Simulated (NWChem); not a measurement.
System meant: CH2AlNO2; SMILES O=C=[N][AlH][OH]

Input file for NWChem:

```
start job
memory heap 200 mb stack 900 mb global 1100 mb
geometry units angstroms noautoz
  Al    -0.403528    -1.155869    -0.126789
  H     -1.517689    -1.796149    -1.032206
  N     -0.069711     0.583129    -0.212092
  C      0.176555     1.758127    -0.230464
  O      0.410498     2.902465    -0.253840
  O      0.539619    -2.038731     0.969251
  H      0.488091    -2.979950     1.139700
end
basis spherical
  * library def2-svp
end
dft
  odft
  mult 2
  xc pbe0
  iterations 150
  mulliken
end
task dft energy
```

End of the output:

```
                                 NWChem DFT Module
                                 -----------------

 Summary of "ao basis" -> "ao basis" (spherical)
 ------------------------------------------------------------------------------
       Tag                 Description            Shells   Functions and Types
 ---------------- ------------------------------  ------  ---------------------
 Al                         def2-svp                 8       18   4s3p1d
 H                          def2-svp                 3        5   2s1p
 N                          def2-svp                 6       14   3s2p1d
 C                          def2-svp                 6       14   3s2p1d
 O                          def2-svp                 6       14   3s2p1d

 Summary of "ao basis" -> "ao basis" (spherical)
 ------------------------------------------------------------------------------
       Tag                 Description            Shells   Functions and Types
 ---------------- ------------------------------  ------  ---------------------
 Al                         def2-svp                 8       18   4s3p1d
 H                          def2-svp                 3        5   2s1p
 N                          def2-svp                 6       14   3s2p1d
 C                          def2-svp                 6       14   3s2p1d
 O                          def2-svp                 6       14   3s2p1d

  number of electrons :                   44
  multiplicity        :                    2
 ------------------------------------------------------------------------
  no. of electrons and multiplicity not compatible                  44
 ------------------------------------------------------------------------
 ------------------------------------------------------------------------
  current input line :
    22: task dft energy
 ------------------------------------------------------------------------
 ------------------------------------------------------------------------
 There is an error in the input file
 ------------------------------------------------------------------------
 For more information see the NWChem manual at https://nwchemgit.github.io

0: no. of electrons and multiplicity not compatible:Received an Error in Communication
```

Find the fault in this run and fix the input.

The program refused the input. Cause: the multiplicity doesn't fit the number of electrons (an even count wants an odd multiplicity, and the reverse). This input runs:
```
start job
memory heap 200 mb stack 900 mb global 1100 mb
geometry units angstroms noautoz
  Al    -0.403528    -1.155869    -0.126789
  H     -1.517689    -1.796149    -1.032206
  N     -0.069711     0.583129    -0.212092
  C      0.176555     1.758127    -0.230464
  O      0.410498     2.902465    -0.253840
  O      0.539619    -2.038731     0.969251
  H      0.488091    -2.979950     1.139700
end
basis spherical
  * library def2-svp
end
dft
  xc pbe0
  iterations 150
  mulliken
end
task dft energy
```
It converges to -486.40368 Ha (PBE0/def2-SVP).
